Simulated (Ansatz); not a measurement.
Reaction (redistribution): `C[O][Al]([O]C)[O]C` + `[SiH3][O][ZnH]` → `C[O][AlH][O]C` + `C[O][Zn][O][SiH3]`

Computed with Ansatz on PBE0-D4/def2-TZVP structures; ΔE is electronic, products minus reactants. CCSD(T)/CBS is the MP2 limit (def2-TZVPP, def2-QZVPP) plus CCSD(T) − MP2 in def2-TZVPP, frozen cores. DFT in def2-TZVPP. B3LYP here is the variant with VWN-RPA as its local correlation; programs differ in this. HSE06 is defined as in plane-wave codes. For Zn outer-core shells are correlated without core-valence functions, which leaves a few kJ/mol of doubt a bond. Scalar relativity is left out up to krypton. One conformer a species, not always the lowest.

(1) Is it downhill or uphill in electronic energy at CCSD(T)/CBS, and by how much? (Estimate.)

(2) What do these levels give: BLYP-D4, r2SCANh-D4, HSE06-D4, ωB97X-V, PBE, revPBE, B3LYP, CAM-B3LYP, HF/def2-TZVPP, MP2/def2-TZVPP, HF/def2-QZVPP, MP2/def2-QZVPP? (Best estimate.)

Largest T1 diagnostic among the species: 0.016.

Results:

(1) Computed: Uphill: ΔE = +1.16 eV.

(2) Computed: BLYP-D4 1.19, r2SCANh-D4 1.26, HSE06-D4 1.21, ωB97X-V 1.19, PBE 1.13, revPBE 1.11, B3LYP 1.21, CAM-B3LYP 1.24, HF/def2-TZVPP 1.27, MP2/def2-TZVPP 1.21, HF/def2-QZVPP 1.23, MP2/def2-QZVPP 1.17 eV.

In def2-TZVPP, CCSD(T) changes the Hartree–Fock value by −0.06 eV (the triples alone add −0.02 eV) and MP2 by −0.06 eV. From PBE to PBE0 (25 % exact exchange), in def2-TZVPP and without D4, ΔE moves by +0.07 eV. Leaving LDA and LC-ωPBE aside and taking each functional with its dispersion term where it has one, the values, not all of them listed here, spread over 0.14 eV, from PBE-D4 to BHLYP-D4. LDA lies +0.06 eV from PBE without D4.
